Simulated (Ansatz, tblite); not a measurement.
Dissociation curve of C2H10Al2O6, singlet. The C4–H20 bond (C4 also carries H, H, O; H20 carries nothing else) is pulled apart rigidly from the PBE0/def2-SVP optimised geometry.

Methods: GFN2-xTB, 300 K electronic temperature (tblite); UKS-PBE0 = unrestricted PBE0/def2-SVP in Ansatz (a first-principles code).

Energies relative to the lowest point of each curve near equilibrium, in kJ/mol; the last columns give the difference from UKS-PBE0:

| R / Å | GFN2-xTB | UKS-PBE0 | GFN2-xTB − UKS-PBE0 |
|---|---|---|---|
| 0.90 | 85.0 | 98.4 | -13.4 |
| 0.96 | 34.3 | 42.4 | -8.1 |
| 1.04 | 4.2 | 6.7 | -2.5 |
| 1.06 | 1.4 | 2.9 | -1.5 |
| 1.10 | 0.0 | 0.0 | 0.0 |
| 1.12 | 1.0 | 0.6 | 0.5 |
| 1.19 | 11.7 | 11.0 | 0.7 |
| 1.26 | 29.9 | 30.8 | -0.9 |
| 1.33 | 52.8 | 56.7 | -3.9 |
| 1.44 | 93.1 | 104.0 | -10.9 |
| 1.60 | 156.6 | 177.7 | -21.1 |
| 1.81 | 237.3 | 270.9 | -33.7 |
| 2.02 | 308.5 | 353.0 | -44.5 |
| 2.33 | 392.6 | 419.3 | -26.7 |
| 2.71 | 463.0 | 447.7 | 15.3 |
| 3.23 | 514.3 | 457.9 | 56.3 |

GFN2-xTB is furthest from UKS-PBE0 at 3.23 (56.3 kJ/mol, above); its mean absolute difference over the points is 15.0 kJ/mol.

The unrestricted determinant behind UKS-PBE0 is spin-contaminated at 2.02 to 3.23 Å (<S²> up to 1.0, against 0.00 for a pure singlet).
